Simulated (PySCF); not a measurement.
C4H6F2. Atoms are numbered in the order given.

```xyz
12

F      0.0000    -2.1430    -0.4527
C      0.0000    -1.0563     0.3728
C     -1.0766     0.0000     0.1119
C      0.0000     1.0563     0.3728
F      0.0000     2.1430    -0.4527
C      1.0766     0.0000     0.1119
H      0.0000    -1.4198     1.4139
H     -1.9967     0.0000     0.7120
H     -1.3267     0.0000    -0.9597
H      0.0000     1.4198     1.4139
H      1.3267     0.0000    -0.9597
H      1.9967     0.0000     0.7120
```
Charge 0, spin multiplicity 1.

The structure is a stationary point at PBE0-D3(BJ)/def2-SVP. The structure was generated by enumeration; whether it is a known compound was not checked.

Computed with TDA-PBE/def2-SVPD run with PySCF.

Vertical excitations. Isolated molecule, no solvent. State labels are in the subgroup C2v.

Computed excitation energies, oscillator strengths and character:
```json
[
 {"state": "S1", "symmetry": "B2", "energy (eV)": "7.44", "λ (nm)": "167", "f": "0.000", "main pairs": "HOMO→LUMO 99 %"},
 {"state": "S2", "symmetry": "A2", "energy (eV)": "7.65", "λ (nm)": "162", "f": "0.000", "main pairs": "HOMO−1→LUMO 100 %"},
 {"state": "S3", "symmetry": "B1", "energy (eV)": "7.73", "λ (nm)": "160", "f": "0.049", "main pairs": "HOMO−2→LUMO 99 %"},
 {"state": "S4", "symmetry": "A1", "energy (eV)": "8.03", "λ (nm)": "154", "f": "0.009", "main pairs": "HOMO→LUMO+2 99 %"},
 {"state": "S5", "symmetry": "B2", "energy (eV)": "8.04", "λ (nm)": "154", "f": "0.000", "main pairs": "HOMO→LUMO+1 98 %"},
 {"state": "S6", "symmetry": "A2", "energy (eV)": "8.26", "λ (nm)": "150", "f": "0.000", "main pairs": "HOMO−1→LUMO+1 59 %, HOMO−2→LUMO+2 39 %"},
 {"state": "S7", "symmetry": "B1", "energy (eV)": "8.27", "λ (nm)": "150", "f": "0.008", "main pairs": "HOMO−2→LUMO+1 90 %"},
 {"state": "S8", "symmetry": "A2", "energy (eV)": "8.29", "λ (nm)": "150", "f": "0.000", "main pairs": "HOMO→LUMO+3 49 %, HOMO−2→LUMO+2 35 %, HOMO−1→LUMO+1 15 %"},
 {"state": "S9", "symmetry": "B1", "energy (eV)": "8.31", "λ (nm)": "149", "f": "0.008", "main pairs": "HOMO−1→LUMO+2 90 %"},
 {"state": "S10", "symmetry": "A2", "energy (eV)": "8.34", "λ (nm)": "149", "f": "0.000", "main pairs": "HOMO→LUMO+3 50 %, HOMO−2→LUMO+2 25 %, HOMO−1→LUMO+1 24 %"},
 {"state": "T1", "symmetry": "B2", "energy (eV)": "7.22", "λ (nm)": "172", "f": "0", "main pairs": "HOMO→LUMO 99 %"},
 {"state": "T2", "symmetry": "B1", "energy (eV)": "7.49", "λ (nm)": "165", "f": "0", "main pairs": "HOMO−2→LUMO 99 %"},
 {"state": "T3", "symmetry": "A2", "energy (eV)": "7.57", "λ (nm)": "164", "f": "0", "main pairs": "HOMO−1→LUMO 99 %"},
 {"state": "T4", "symmetry": "B2", "energy (eV)": "7.76", "λ (nm)": "160", "f": "0", "main pairs": "HOMO→LUMO+1 99 %"}
]
```
Triplets are in the Tamm–Dancoff approximation.
